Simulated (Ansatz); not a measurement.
`C[NH][GeH]([F])[F]` + H₂Se → `[F][GeH]([F])[SeH]` + CH₃NH₂ at 700 K and 1 bar (ligand exchange at a Ge–N bond).

Computed with Ansatz on PBE0-D4/def2-TZVP structures; ΔE is electronic, products minus reactants. CBS: MP2 limit from def2 TZ/QZ plus the TZ coupled-cluster correction, frozen cores. For Ge, Se outer-core shells are correlated without core-valence functions, which leaves a few kJ/mol of doubt a bond. Scalar relativity is left out up to krypton. One conformer a species, not always the lowest.

```
             species  CCSD(T)/CBS energy (Eh)  H − E (kJ/mol)  S (J/(mol·K))
`C[NH][GeH]([F])[F]`              -2371.54669           253.3          469.7
                H₂Se              -2401.89790            61.1          251.1
`[F][GeH]([F])[SeH]`              -4677.70208           115.1          433.1
              CH₃NH₂                -95.75281           207.6          296.6
```

H − E and S are ideal-gas, rigid-rotor, harmonic terms from PBE0-D4/def2-TZVP, for one conformer and one mirror image of each species. 1 Eh = 2625.50 kJ/mol, R = 8.31446 J/(mol·K).

Question: By hand: ΔE, ΔH, ΔS and ΔG.

Answer: ΔE = (-4677.70208) + (-95.75281) − (-2371.54669) − (-2401.89790) = -0.01030 Eh = -27.0 kJ/mol. Δ(H − E) = 115.1 + 207.6 − 253.3 − 61.1 = 8.3, so ΔH = -18.7 kJ/mol. ΔS = 433.1 + 296.6 − 469.7 − 251.1 = 8.9 J/(mol·K). ΔG = -18.7 − 700 × (8.9)/1000 = -24.9 kJ/mol.

Question: By hand: the equilibrium constant, and the temperature at which ΔG would vanish if ΔH and ΔS stayed fixed.

Answer: log₁₀ K = −ΔG/(RT ln 10) = 1.9. ΔH and −TΔS have one sign here, so there is no such temperature.

The number of gas molecules stays the same, so ΔS is small and ΔH decides. A doubt of 5 kJ/mol in ΔE shifts log₁₀ K by 0.4 here. Other conformers and mirror images would add mixing entropy, several J/(mol·K) or more a flexible species. These are equilibria of isolated gas molecules and say nothing of rates. Largest T1 diagnostic: 0.012 (customary marks: 0.02 for closed shells, 0.045 for open ones).

ΔS is within the doubt of such terms, so its sign, and with it that verdict, could turn.
